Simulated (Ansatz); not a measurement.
BCl2I (BICl₂), relaxed as a singlet with RKS PBE0-D4/def2-SVP in Ansatz, starting from the GFN2-xTB geometry. Force threshold 0.02 eV/Å.

In the def2 sets I takes a core potential; there is no spin–orbit coupling.

Start:

```xyz
4

B     0.005   -0.060   -0.082
Cl   -0.292    0.579   -1.644
Cl    0.512   -1.687    0.098
I    -0.225    1.169    1.628
```

```
step  energy (eV)  largest force component (eV/Å)  SCF passes
   1  -33808.3642                           0.762          24
   2  -33808.3717                           0.365          29
   3  -33808.3761                           0.407          30
   4  -33808.3847                           0.008          30
```

Force components are those of the run's own axes.

End:

Cartesian coordinates in Å:
```
B 0.0104 -0.0548 -0.0761
Cl -0.2955 0.5881 -1.6635
Cl 0.5194 -1.7089 0.1010
I -0.2343 1.1756 1.6386
```

By distances, no bond broke or formed. The bond that changes most is B1–Cl2, from 1.71 to 1.74 Å (atoms count from 1).

No frequencies were taken in this run, so the end may be a saddle point.

Hardware: 4 threads of Arm Neoverse V2 on a shared host. Wall time 4.9 s.
